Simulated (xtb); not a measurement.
Cl5Nb (SMILES [Cl][Nb]([Cl])([Cl])([Cl])[Cl]), singlet, at a GFN2-xTB geometry (such geometries of metal compounds can be far from the true shape); GFN0-xTB run with xtb 6.7.1.

The xtb input:
```
$ xtb mol.xyz --gfn 0 --etemp 10 --json

# file mol.xyz
6

Nb     0.00000000     0.00000000     0.00000000
Cl     1.85789039    -0.39583951    -1.21898392
Cl     0.99260993    -0.98374584     1.83231779
Cl    -0.99260993     0.98374584    -1.83231779
Cl    -1.65217834    -1.53614236     0.07029074
Cl    -0.20571205     1.93198187     1.14869318
```

Question: What does xtb print? Leave out banner, timings and long lists.

Answer: 
```
   ID    Z sym.   atoms
    1   41 Nb     1
    2   17 Cl     2-6

           -------------------------------------------------
          |                Calculation Setup                |
           -------------------------------------------------

           -------------------------------------------------
          |                 G F N 0 - x T B                 |
           -------------------------------------------------

          ...................................................
          :                      SETUP                      :
          :.................................................:
          :  # basis functions                  60          :
          :  # atomic orbitals                  54          :
          :  # shells                           18          :
          :  # electrons                        40          :
          :  electronic temp.           10.0000000     K    :
          :  accuracy                    1.0000000          :
          :  -> integral cutoff          0.2500000E+02      :
          :  -> integral neglect         0.1000000E-07      :
          ...................................................

         :::::::::::::::::::::::::::::::::::::::::::::::::::::
         ::                     SUMMARY                     ::
         :::::::::::::::::::::::::::::::::::::::::::::::::::::
         :: total energy             -23.503200334555 Eh    ::
         :: gradient norm              0.000990142890 Eh/a0 ::
         :: HOMO-LUMO gap              4.650532076950 eV    ::
         ::.................................................::
         :: H0 energy                -23.457838709500 Eh    ::
         :: repulsion energy           0.022314098971 Eh    ::
         :: electrostat energy        -0.064528855987 Eh    ::
         :: -> Gsolv                   0.000000000000 Eh    ::
         ::    -> Gsasa                0.000000000000 Eh    ::
         ::    -> Gshift               0.000000000000 Eh    ::
         :: dispersion energy         -0.003146868039 Eh    ::
         :: short-range corr.          0.000000000000 Eh    ::
         :: add. restraining           0.000000000000 Eh    ::
         :: total charge               0.000000000000 e     ::
         :::::::::::::::::::::::::::::::::::::::::::::::::::::

           -------------------------------------------------
          |                Property Printout                |
           -------------------------------------------------

    * Orbital Energies and Occupations

         #    Occupation            Energy/Eh            Energy/eV
      -------------------------------------------------------------
         1        2.0000           -0.9880674             -26.8867
       ...           ...                  ...                  ...
         8        2.0000           -0.4689008             -12.7594
         9        2.0000           -0.4643266             -12.6350
        10        2.0000           -0.4621943             -12.5769
        11        2.0000           -0.4621943             -12.5769
        12        2.0000           -0.4588858             -12.4869
        13        2.0000           -0.4588858             -12.4869
        14        2.0000           -0.4517941             -12.2939
        15        2.0000           -0.4514075             -12.2834
        16        2.0000           -0.4458121             -12.1312
        17        2.0000           -0.4458121             -12.1312
        18        2.0000           -0.4422774             -12.0350
        19        2.0000           -0.4422774             -12.0350
        20        2.0000           -0.4414328             -12.0120 (HOMO)
        21                         -0.2705289              -7.3615 (LUMO)
        22                         -0.2705289              -7.3615
        23                         -0.2230167              -6.0686
        24                         -0.2230167              -6.0686
        25                         -0.1403003              -3.8178
        26                         -0.0684811              -1.8635
        27                         -0.0682268              -1.8565
        28                         -0.0682268              -1.8565
        29                         -0.0672659              -1.8304
        30                         -0.0672659              -1.8304
        31                         -0.0670609              -1.8248
       ...                                ...                  ...
        54                          0.1867877               5.0828
      -------------------------------------------------------------
                  HL-Gap            0.1709039 Eh            4.6505 eV
             Fermi-level            0.0000000 Eh            0.0000 eV

     #   Z          covCN         q      C6AA      α(0)
     1  41 Nb       3.833     0.498   161.670    19.695
     2  17 Cl       0.785    -0.103   100.285    15.307
     3  17 Cl       0.793    -0.095   100.039    15.288
     4  17 Cl       0.793    -0.095   100.039    15.288
     5  17 Cl       0.785    -0.103   100.285    15.307
     6  17 Cl       0.785    -0.103   100.285    15.307

 Mol. C6AA /au·bohr⁶  :       3937.110909
 Mol. C8AA /au·bohr⁸  :     219199.867566
 Mol. α(0) /au        :         96.192033

Wiberg/Mayer (AO) data.
largest (>0.10) Wiberg bond orders for each atom

 ---------------------------------------------------------------------------
     #   Z sym  total        # sym  WBO       # sym  WBO       # sym  WBO
 ---------------------------------------------------------------------------
     1  41 Nb   1.815 --     5 Cl   0.406     6 Cl   0.406     2 Cl   0.406
                             4 Cl   0.299     3 Cl   0.299
     2  17 Cl   0.442 --     1 Nb   0.406
     3  17 Cl   0.329 --     1 Nb   0.299
     4  17 Cl   0.329 --     1 Nb   0.299
     5  17 Cl   0.442 --     1 Nb   0.406
     6  17 Cl   0.442 --     1 Nb   0.406
 ---------------------------------------------------------------------------

Topologies differ in total number of bonds
Writing topology from bond orders to xtbtopo.mol

 dipole moment from electron density (au)
     X       Y       Z
  -0.0000  -0.0000   0.0000  total (Debye):    0.000

           -------------------------------------------------
          | TOTAL ENERGY              -23.503200334555 Eh   |
          | GRADIENT NORM               0.000990142890 Eh/α |
          | HOMO-LUMO GAP               4.650532076950 eV   |
           -------------------------------------------------

normal termination of xtb
```
